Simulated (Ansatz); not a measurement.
H3O3Sn, SMILES `[OH][Sn]([OH])[OH]` radical at its PBE0-D4/def2-TZVP geometry, where that method's forces vanish. The species carries charge 0 and has multiplicity 2. Sn: def2 effective core potential.

```tsv
atom	x (Å)	y (Å)	z (Å)
O1	1.109	-0.770	-1.214
Sn2	-0.039	-0.638	0.383
O3	-1.798	-0.026	-0.265
O4	0.690	0.854	1.445
H5	0.612	-0.988	-2.009
H6	-2.212	0.603	0.335
H7	1.638	0.964	1.324
```

Task: For each bond, give half the difference of the two atoms' forces along it (eV/Å; positive pushes the atoms apart) under PBE-D4, r2SCAN-D4, B3LYP-D4, ωB97M-V in def2-TZVPP. (Best estimate.)

Result: The calculation gave: 
```json
{"bond": "O1–Sn2", "length (Å)": "1.972", "PBE-D4": "0.40", "r2SCAN-D4": "0.14", "B3LYP-D4": "0.28", "ωB97M-V": "-0.04"}
{"bond": "O1–H5", "length (Å)": "0.963", "PBE-D4": "0.36", "r2SCAN-D4": "0.02", "B3LYP-D4": "-0.04", "ωB97M-V": "-0.05"}
{"bond": "Sn2–O3", "length (Å)": "1.972", "PBE-D4": "0.40", "r2SCAN-D4": "0.14", "B3LYP-D4": "0.28", "ωB97M-V": "-0.04"}
{"bond": "Sn2–O4", "length (Å)": "1.972", "PBE-D4": "0.40", "r2SCAN-D4": "0.14", "B3LYP-D4": "0.28", "ωB97M-V": "-0.04"}
{"bond": "O3–H6", "length (Å)": "0.963", "PBE-D4": "0.36", "r2SCAN-D4": "0.02", "B3LYP-D4": "-0.04", "ωB97M-V": "-0.05"}
{"bond": "O4–H7", "length (Å)": "0.963", "PBE-D4": "0.36", "r2SCAN-D4": "0.02", "B3LYP-D4": "-0.04", "ωB97M-V": "-0.05"}
```

B3LYP here is the variant with VWN-RPA as its local correlation; programs differ in this.

All numbers were calculated with Ansatz.
